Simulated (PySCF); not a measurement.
Match the calculated data to a structure.

All candidates are C3H11NOSi3.

- NMR, other nuclei: isotropic shieldings of nuclei other than C and H, by class: -28 (1 N), 327 (1 O), 375 (1 Si), 391 (1 Si), 393 (1 Si) ppm [GIAO PBE0/pcSseg-1]
- 1H NMR: chemical shifts (computed TMS as zero) by class: 5.17 (2 H), 5.15 (3 H), 4.47 (2 H), 1.45 (2 H), 0.30 (2 H) ppm [GIAO PBE0/pcSseg-1]
- 13C NMR: chemical shifts (computed TMS as zero) by class: 121.6 (1 C), 0.1 (1 C), -1.2 (1 C) ppm [GIAO PBE0/pcSseg-1]
- Rotational structure: rotational constants A, B, C: 4.588, 0.348, 0.334 GHz [GFN2-xTB]
- Dipole: 4.94 D [PBE0/pcSseg-1]

Gas-phase values; electronic properties from PySCF, density fitting. Levels stand in brackets. Isolated species at its GFN2-xTB geometry (one conformer only). NMR classes are plain means over equivalent atoms (diastereotopic ones count apart unless rotation or inversion swaps them), as if these changed places fast.

Question: Which candidate is it?
A. `N#CC[SiH2]C[SiH2]O[SiH3]`
B. `NC[C@@H]1[SiH2][SiH2][SiH2]C1=O`
C. `C[SiH2]O[Si@H]1C=C[SiH2]N1`
D. `N#C[Si@H]([SiH3])OCC[SiH3]`

Answer: A. It is `N#CC[SiH2]C[SiH2]O[SiH3]`. Numbering: `[N:1]#[C:2][CH2:3][SiH2:4][CH2:5][SiH2:6][O:7][SiH3:8]`. Its formula, C3H11NOSi3, gives 2 degrees of unsaturation: 0 rings and 2 π bonds in the structure found. 3 carbons fall into 3 classes; from least to most shielded: nitrile carbon [C2] (121.6 ppm), sp3 carbon bound to silicon [C5] (0.1 ppm), sp3 carbon bound to silicon [C3] (-1.2 ppm). Hydrogen classes from least to most shielded: 2 H on an oxygen-bound silicon, Si6 (5.17 ppm), 3 H on an oxygen-bound silicon, Si8 (5.15 ppm), 2 H on an SiH2 silicon, Si4 (4.47 ppm), 2 H on an sp3 carbon bound to silicon, C3 (1.45 ppm), 2 H on an sp3 carbon bound to silicon, C5 (0.30 ppm). The other shieldings belong to: -28 ppm, nitrile nitrogen [N1]; 327 ppm, siloxane oxygen [O7]; 375 ppm, oxygen-bound silicon [Si6]; 391 ppm, SiH2 silicon [Si4]; 393 ppm, oxygen-bound silicon [Si8]. The optimised geometry has point group C1 and is an asymmetric top.

The others, at the same levels:
- `N#C[Si@H]([SiH3])OCC[SiH3]` fails: its computed 13C shifts are 125.3 (1 C), 67.6 (1 C), 16.3 (1 C) ppm, 1H shifts are 5.40 (1 H), 4.06 (1 H), 3.82 (3 H), 3.77 (1 H), 3.52 (3 H), 1.38 (1 H), 1.32 (1 H) ppm and rotational constant A is 1.804 GHz (against 4.588 GHz).
- `NC[C@@H]1[SiH2][SiH2][SiH2]C1=O` fails: its computed 13C shifts are 250.8 (1 C), 54.5 (1 C), 41.9 (1 C) ppm, 1H shifts are 4.36 (1 H), 4.20 (1 H), 3.91 (1 H), 3.79 (1 H), 3.69 (1 H), 3.56 (1 H), 3.54 (1 H), 2.83 (1 H), 2.67 (1 H), 1.34 (2 H) ppm and rotational constant A is 1.300 GHz (against 4.588 GHz).
- `C[SiH2]O[Si@H]1C=C[SiH2]N1` fails: its computed 13C shifts are 159.1 (1 C), 156.0 (1 C), -0.4 (1 C) ppm, 1H shifts are 7.44 (1 H), 7.42 (1 H), 5.32 (1 H), 5.27 (1 H), 5.24 (1 H), 5.22 (1 H), 5.14 (1 H), 0.42 (1 H), 0.24 (3 H) ppm and rotational constant A is 1.994 GHz (against 4.588 GHz).

Each candidate is one conformer, not necessarily the lowest. The conformers computed, where there is a choice (atom-mapped SMILES and torsion angles):
- `[N:1]#[C:2][CH2:3][SiH2:4][CH2:5][SiH2:6][O:7][SiH3:8]`: C2–C3–Si4–C5 -177°, C3–Si4–C5–Si6 59°, Si4–C5–Si6–O7 176°
- `[N:1]#[C:2][Si@H:3]([SiH3:4])[O:5][CH2:6][CH2:7][SiH3:8]`: C2–Si3–O5–C6 -55°, Si3–O5–C6–C7 177°, O5–C6–C7–Si8 179°

The conformers of `NC[C@@H]1[SiH2][SiH2][SiH2]C1=O` and `C[SiH2]O[Si@H]1C=C[SiH2]N1` aren't listed.
